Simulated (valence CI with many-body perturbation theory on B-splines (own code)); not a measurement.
La16+: magnetic and hyperfine properties of the levels

Computed by valence CI with perturbative core correlation (CI+MBPT): five valence electrons over a frozen Dirac-Fock core [Kr], a basis of 7 s, 7 p, 8 d, 6 f, 4 g, 1 h functions for each j, with the one-electron correlation potential Σ1 (screened to all orders), the two-electron term Σ2, the three-electron term Σ3, Breit, model QED; selected single and double excitations, second order for the rest, scaled by the run's own slope (own B-spline code, finite nucleus).

No measured levels were compared; by estimate terms of the open shell hold to 2 to 4 % of their energy, and close levels can change places. Among the levels kept, up to 460 cm⁻¹ of a level comes from second order outside the variational space, and about a tenth of that is noise between levels of different J, which matters for small intervals. The list stops below the first excitations out of the core.

A/g_I is the dipole constant over the nuclear g factor μ/I (μ in nuclear magnetons, uniformly magnetised nucleus), B/Q the quadrupole constant per barn. Both hold the static response of the core; the bare values leave it out. Large factors of s and p1/2 electrons are usually good to 5 to 10 %; those of open d and f shells near neutrality can be off by tens of per cent, and small factors of p3/2, d and f electrons come from cancelling terms and can be off by a factor of two or in sign, in half-filled shells by more. B is blank for J = 1/2, where it vanishes, and for nearly pure S terms. Energies count from the lowest level.

Names give the largest LS component (configuration and term), which can be under half, so a name can repeat, a term be missing and a line seem to break the LS rules; names also repeat where a configuration has a term twice. Letters in brackets count levels of one name in rising energy.

```
         Level  E (eV)      g  A/g_I (MHz)  A/g_I bare  B/Q (MHz/b)  B/Q bare
    4d5 6S_5/2   0.000  1.904         -719         363          444       405
4d5 4G_5/2 [a]   4.333  1.046         2750        2730         4370      4130
    4d5 4G_7/2   5.993  1.100         3010        3060         3990      3780
4d5 4D_3/2 [a]   6.275  1.338         2800        3160         3710      3520
   4d5 4G_11/2   6.340  1.208         3240        3420        -71.3     -81.3
4d5 4G_5/2 [b]   6.617  1.072         2820        2830         1600      1520
    4d5 4G_9/2   6.705  1.167         3020        3160         3180      3010
    4d5 4P_1/2   7.306  1.714        -1080        -248                       
    4d5 4D_7/2   8.219  1.272         2280        2540          546       518
4d5 2D_5/2 [a]   8.749  1.261         2550        2800         -343      -329
   4d5 2I_11/2   9.438  1.009         3810        3740          361       343
    4d5 4D_1/2   9.618  0.868         6580        6330                       
4d5 2F_7/2 [a]   9.670  1.129         3560        3640        -4790     -4540
4d5 4D_3/2 [b]   9.941  1.261         3960        4220        -2720     -2580
4d5 2G_9/2 [a]  10.229  1.158         3000        3120         -463      -450
   4d5 2I_13/2  10.423  1.076         3790        3800        -4.18      2.13
    4d5 4F_3/2  10.448  0.772         5060        4690      -0.0459      4.97
4d5 2F_5/2 [a]  10.973  1.023         3690        3640         -559      -514
    4d5 2H_9/2  12.247  1.106         3410        3470          693       658
    4d5 4F_5/2  12.417  1.107         3270        3330        -1560     -1480
4d5 2G_7/2 [a]  12.560  0.998         4560        4480         -307      -288
4d5 2F_5/2 [b]  13.282  1.063         2700        2700         -311      -299
4d5 2D_3/2 [a]  13.380  0.734         6120        5700         -103     -85.9
4d5 2F_7/2 [b]  13.854  1.092         3820        3860         1090      1030
    4d5 2S_1/2  14.333  1.937        -1800        -676                       
    4d5 4F_7/2  14.489  1.182         2840        2990        -5610     -5320
4d5 2G_9/2 [b]  14.896  1.089         3460        3500         1430      1370
   4d5 2H_11/2  14.957  1.066         3710        3720         -290      -251
4d5 2D_3/2 [b]  16.225  0.832         4500        4200        -3190     -3030
4d5 2D_5/2 [b]  16.676  1.091         3390        3430         1800      1720
4d5 2D_5/2 [c]  17.796  1.116         2860        2930        -2020     -1900
4d5 2G_9/2 [c]  17.834  1.110         3320        3380        -4820     -4570
4d5 2G_7/2 [b]  18.640  0.931         4540        4370         5090      4830
    4d5 2P_3/2  20.004  1.243         2980        3210        -3390     -3220
    4d5 2P_1/2  21.455  0.811          399        60.2                       
4d5 2D_5/2 [d]  23.388  1.192         2510        2680        -3430     -3250
4d5 2D_3/2 [c]  24.127  0.875         6170        5940         5700      5400
```

Q: Take the isotope of mass number 139, with I = 7/2, μ = 2.7791 μN and Q = 0.206 b. What is the hyperfine structure of 4d5 4G_5/2 [b]?

A: From the table A = 2240 MHz, B = 329 MHz. Shifts from the centre of gravity in MHz: F = 1: -25000, F = 2: -20600, F = 3: -14000, F = 4: -5140, F = 5: 6070, F = 6: 19700.
